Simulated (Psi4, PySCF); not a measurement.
PySCF was given this input:
```python
from pyscf import gto, scf, cc

mol = gto.M(
    atom='''
C    -0.00477750   -0.00846867    0.42733059
C    -0.00174017   -0.76951404   -0.83385328
C     0.02025666    0.75423460   -0.88448337
C    -0.02048610   -0.11308971    1.73328716
H    -0.90781767   -1.26894023   -1.19210447
H     0.89751813   -1.29434815   -1.17242457
H     0.93628317    1.22602460   -1.25140807
H    -0.87391678    1.25150097   -1.27114099
H    -0.01158415    0.90678977    2.23339151
''',
    basis='sto-3g',
    charge=-1,
    verbose=4,
)

mf = scf.RHF(mol)
mf.kernel()

mycc = cc.CCSD(mf, frozen=4)
mycc.kernel()
et = mycc.ccsd_t()
print('E(CCSD(T)) = %.10f' % (mycc.e_tot + et))
```

Question: Write the same job for Psi4.

Answer: This is not unique; one that fits is 
```
memory 2 GB

molecule {
-1 1
  C    -0.00477750   -0.00846867    0.42733059
  C    -0.00174017   -0.76951404   -0.83385328
  C     0.02025666    0.75423460   -0.88448337
  C    -0.02048610   -0.11308971    1.73328716
  H    -0.90781767   -1.26894023   -1.19210447
  H     0.89751813   -1.29434815   -1.17242457
  H     0.93628317    1.22602460   -1.25140807
  H    -0.87391678    1.25150097   -1.27114099
  H    -0.01158415    0.90678977    2.23339151
}

set basis sto-3g
set freeze_core true
set mp2_type conv
set scf_type pk
set puream true
set d_convergence 1e-8

energy('ccsd(t)')
print_variables()
```

Both were run: PySCF gave -152.459909 Eh and Psi4 -152.459909 Eh, 0.000 mEh apart.
